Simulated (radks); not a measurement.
Excited configurations of Cu3+: one electron is placed in a higher orbital outside [Ar] 3d7. The ground configuration is [Ar] 3d8. Method: scalar-relativistic Kohn-Sham, BLYP, spin-unpolarised, spherical densities, finite nucleus; Fermi nuclear charge, rms radius 3.8823 fm; computed with a radial shooting solver on a logarithmic mesh with Libxc functionals. Excitation = E - E(ground); binding = E(ion) - E, where the ion is the core of charge +4; n* = 4/sqrt(2 binding) in atomic units, and the quantum defect is n - n*.

outer orbital	excitation (eV)	binding (eV)	eigenvalue (eV)	<r> (bohr)
4p	25.678	34.002	-29.223	2.281
5p	42.238	17.443	-15.366	4.568
5d	46.781	12.899	-11.206	5.752
6s	47.467	12.213	-10.822	6.823
6p	48.906	10.774	-9.557	7.512
6d	51.134	8.546	-7.528	9.071
6f	53.063	6.618	-5.777	11.12

The Delta-SCF ionisation energy is 59.680 eV (NIST Atomic Spectra Database: 57.38 eV, semi-empirical). Self-interaction in the functional shifts the binding energies and quantum defects, so they are the method's values and not measured ones. Spin polarisation and multiplet splitting are left out, so open shells lie too high by an amount that depends on their filling.

Beside tabulated values, note that spin-unpolarised runs miss the spin-polarisation part of the exchange energy of open shells.
